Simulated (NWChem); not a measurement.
Species: CaH₂S₂; SMILES [SH][Ca][SH]

```xyz
5

Ca    -0.0151    -0.2530     0.6906
S     -0.0534    -2.8315     0.5143
H      0.4742    -2.8741    -0.7311
S     -0.2738     2.2411     0.0633
H     -1.4835     2.0917    -0.5244
```
Atoms are numbered in this order, from 1.

Program: NWChem. Pople sets run with spherical d functions. Geometry: optimised at PBE0/def2-SVP. Level: PBE0/6-31+G*; rows give the wavelength of the field.

For field static:

```yaml
isotropic polarisability (bohr³): 67.4
anisotropy (bohr³): 36.0
```

Problem. What are these values for field 1065 nm?

Solution. 
| Property | Value |
|---|---|
| isotropic polarisability (bohr³) | 69.6 |
| anisotropy (bohr³) | 37.7 |
